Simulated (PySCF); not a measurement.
C₂H₈OSn, SMILES C[O][SnH2][CH3]. Heavy atoms are numbered as in [SnH2:1]([CH3:2])[O:3][CH3:4]. Hydrogens are named by the atom that carries them.

Geometry optimised at B3LYP-D3(BJ)/def2-SVP. The structure was generated by enumeration; whether it is a known compound was not checked. The def2 effective core potentials stand for the cores of Sn; spin–orbit coupling is left out. Other conformers were not sampled.

Calculation: HF/def2-TZVP in PySCF.

ESP charges are fitted to the potential on shells at 1.4 to 2.0 van der Waals radii. Atomic charges (e), one atom of each kind:

| atom | Löwdin | ESP fit |
|---|---|---|
| Sn1 (SnH2) | 0.67 | 0.88 |
| C2 (CH3) | -0.52 | -0.66 |
| O3 | -0.21 | -0.50 |
| C4 (CH3) | -0.38 | -0.08 |
| H on Sn1 | -0.08 | -0.17 |
| H on C2 | 0.11 | 0.17 |
| H on C4 | 0.10 | 0.08 |
